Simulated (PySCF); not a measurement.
Atoms are numbered as in `[CH2:1]=[CH:2][CH2:3][SiH2:4][P:5]([SiH3:6])[SiH3:7]`. Each H is labelled by its parent atom. Ha(C1) is cis to C3; Hb(C1) is trans to C3.

Geometry: PBE0-D3(BJ)/def2-SVP; GIAO shifts from PySCF 2.14, gas phase, non-relativistic, averaged over equivalent atoms.

At B3LYP/pcSseg-1 (212 basis functions, 31 s wall time on 1 thread of an Intel Xeon 6975P-C, shared host):
```tsv
atoms	δ (ppm)
C2	143.1
C1	121.8
C3	23.7
Si4	-26.1
Si6/Si7	-65.5
P5	-347.2
H(C2)	5.92
Ha(C1)	5.19
Hb(C1)	5.09
H(Si4)	4.04
H(Si6)/H(Si7)	4.00
H(C3)	1.77
```

Shifts are taken against calculated references (same method and geometry level): 13C (σref 179.24) and 29Si (σref 337.86) and 1H (σref 31.38) against TMS; H3PO4 for 31P (σref 297.42).

Task: Predict the values at PBE0/pcSseg-1 on the same geometry.

Result: 
| atoms | δ at PBE0/pcSseg-1 | change |
| --- | --- | --- |
| C2 | 142.0 | -1.1 |
| C1 | 122.8 | +1.0 |
| C3 | 22.4 | -1.3 |
| Si4 | -28.8 | -2.7 |
| Si6/Si7 | -66.7 | -1.2 |
| P5 | -364.3 | -17.1 |
| H(C2) | 5.98 | +0.06 |
| Ha(C1) | 5.30 | +0.11 |
| Hb(C1) | 5.22 | +0.13 |
| H(Si4) | 4.12 | +0.08 |
| H(Si6)/H(Si7) | 4.08 | +0.08 |
| H(C3) | 1.81 | +0.04 |

Shifts are taken against calculated references (same method and geometry level): 13C (σref 184.41) and 29Si (σref 351.99) and 1H (σref 31.27) vs TMS; H3PO4 for 31P (σref 310.13).

The largest change is at P5 (phosphorus bonded to 3 Si). Cost: 212 basis functions, 33 s wall time on 1 thread of an Intel Xeon 6975P-C, shared host. The order of the carbon signals is the same at both levels.

Experimental scales use liquid or dissolved standards, which lie at an offset from isolated H3PO4.
